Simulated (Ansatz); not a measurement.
Cl$_{3}$FH$_{2}$O$_{2}$W, SMILES `[OH][W]([OH])([F])([Cl])([Cl])[Cl]`, 9 atoms. Total charge 0; spin multiplicity 1. Correlated methods include outer-core shells of W, which these sets cover unevenly. W: def2 effective core potential. All runs use 4 threads of an Arm Neoverse V2 on a shared host. Correlated methods freeze the cores.

Question: How many basis functions does each run have, and how long does it take in Ansatz? RKS B3LYP-D4/def2-TZVPP energy and forces; RKS PBE0-D4/def2-TZVP relaxation (25 steps); RHF-MP2/def2-QZVPP energy; RKS PBE0-D4/def2-TZVP frequencies; RKS PBE0-D4/def2-TZVPP energy; RHF-MP2/def2-TZVPP energy; RKS PBE0-D4/def2-QZVPP energy; RKS ωB97M-V/def2-SVP energy; RHF-CCSD(T)/def2-SVP energy; RKS r2SCANh-D4/def2-TZVPP energy; RKS PBE0-D4/def2-SVP energy; direct RPA on PBE orbitals/def2-TZVPP energy. (Estimate.)

Answer: Computed: Other jobs shared the machine, so times are rough.

| level | job | functions | wall time | peak host memory (GiB) |
| --- | --- | --- | --- | --- |
| RKS PBE0-D4/def2-SVP | energy | 138 | 3.2 s | 0.53 |
| RKS PBE0-D4/def2-TZVPP | energy | 303 | 10 s | 1.3 |
| RHF-MP2/def2-TZVPP | energy | 303 | 10 s | 1 |
| RKS ωB97M-V/def2-SVP | energy | 138 | 15 s | 0.61 |
| RKS B3LYP-D4/def2-TZVPP | energy and forces | 303 | 15 s | 1.3 |
| RKS r2SCANh-D4/def2-TZVPP | energy | 303 | 16 s | 1.3 |
| direct RPA on PBE orbitals/def2-TZVPP | energy | 303 | 23 s | 1.1 |
| RKS PBE0-D4/def2-QZVPP | energy | 522 | 24 s | 3.1 |
| RHF-CCSD(T)/def2-SVP | energy | 138 | 47 s | 1.1 |
| RHF-MP2/def2-QZVPP | energy | 522 | 51 s | 3.8 |
| RKS PBE0-D4/def2-TZVP | relaxation (25 steps) | 256 | 4.1 min | 1.1 |
| RKS PBE0-D4/def2-TZVP | frequencies | 256 | 6.5 min | 1 |

B3LYP here is the variant with VWN-RPA as its local correlation; programs differ in this.
